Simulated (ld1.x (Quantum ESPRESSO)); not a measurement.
## What the settings do to the ultrasoft potential of mercury (Hg)

Base potential:

```json
{"Element": "Hg", "Generator": "ld1.x (Quantum ESPRESSO) 7.5", "Type": "ultrasoft", "Functional": "PBE", "Relativity": "non-relativistic", "Frozen core": "[Xe] 4f14", "Valence charge": "12", "Reference configuration": "5d10 6s1 6p0 (charge +1)", "Partial waves": "6s (bound): rcut 2.25, rcutus 2.70 bohr; 6s channel at -0.1 Ry: rcut 2.25, rcutus 2.70 bohr; 6p (bound, empty): rcut 2.30, rcutus 2.85 bohr; 6p channel at 0.2 Ry: rcut 2.30, rcutus 2.85 bohr; 5d (bound): rcut 1.20, rcutus 1.40 bohr; 5d channel at -0.6 Ry: rcut 1.20, rcutus 1.40 bohr", "Local potential": "all-electron potential smoothed inside 1.55 bohr (lloc = -1)", "Core correction": "none", "Augmentation charge": "PSQ, radius 0.90 bohr"}
```

All-electron outer shells of the reference configuration (PBE, non-relativistic, ld1.x):

```
shell  level (eV)  outermost node (bohr)  outermost maximum (bohr)
   5p      -69.66                   0.53                      0.97
   5d      -20.34                   0.55                      1.15
   6s      -12.21                   1.20                      2.41
   6p       -7.23                   1.32                      3.02
```

Cutoffs, loose and tight: the cutoffs (Ry, on a coarse ladder) from which the occupation-weighted sum of valence levels, in a spherical-Bessel basis at the reference potential, stays within 10 and 1 mRy of its value at 400 Ry. They do not see the model core or the augmentation charge, which bear on the density cutoff. Test errors are all-electron minus pseudo excitation energies from the reference, over the configurations 5d10 6s2 6p0; 5d10 6s0 6p0; 5d9 6s0 6p0; 5d10 6s0 6p1; 5d10 6s1.5 6p0; 5d8 6s0 6p0; 5d9 6s2 6p1. A dash means not determined; rows that change the core or the reference have their own tests.

A true bound ghost makes a file unfit for plane-wave use even where its test errors are small: the radial tests pick states by their node count and pass the ghost by.

Cutoffs are not given where the Bessel-basis levels miss the radial ones by over 6 mRy, ghosts where they miss by over 20 mRy; a channel whose overlap is not positive is not tested.

A file whose overlap is not positive is unfit for use, and its test errors describe a broken file.

| change | outcome | bound ghosts | largest test error (meV) |
| --- | --- | --- | --- |
| base | generated, overlap not positive | s, p (d not tested, overlap not positive) | -176 |
| waves 6s (bound): rcut 1.74, rcutus 1.84 bohr; 6s channel at -0.1 Ry: rcut 1.74, rcutus 1.84 bohr | failed: run_pseudo: Errors in PS-KS equation | – | – |
| waves 6s (bound): rcut 2.08, rcutus 2.20 bohr; 6s channel at -0.1 Ry: rcut 2.08, rcutus 2.20 bohr | generated, overlap not positive | s, p (d not tested, overlap not positive) | -180 |
| waves 6s (bound): rcut 2.25, rcutus 2.80 bohr; 6s channel at -0.1 Ry: rcut 2.25, rcutus 2.80 bohr | generated, overlap not positive | s, p (d not tested, overlap not positive) | -170 |
| waves 6s (bound): rcut 2.25, rcutus 3.00 bohr; 6s channel at -0.1 Ry: rcut 2.25, rcutus 3.00 bohr | generated, overlap not positive | p (s, d not tested, overlap not positive) | test run stopped at test 1 of 7 (negative rho) |
| waves 6s (bound): rcut 2.25, rcutus 3.48 bohr; 6s channel at -0.1 Ry: rcut 2.25, rcutus 3.48 bohr | failed: chargeps: negative rho | – | – |
| waves 6s (bound): rcut 2.25, rcutus 4.04 bohr; 6s channel at -0.1 Ry: rcut 2.25, rcutus 4.04 bohr | failed: chargeps: negative rho | – | – |

Reading the sweep of the s radius (base included, trends over the rows without a ghost): Bound ghosts are found at 2.2, 2.7, 2.8, 3 bohr. Every judged row has one, so this setting neither creates nor removes them. The generation fails at 1.84, 3.48, 4.04 bohr.
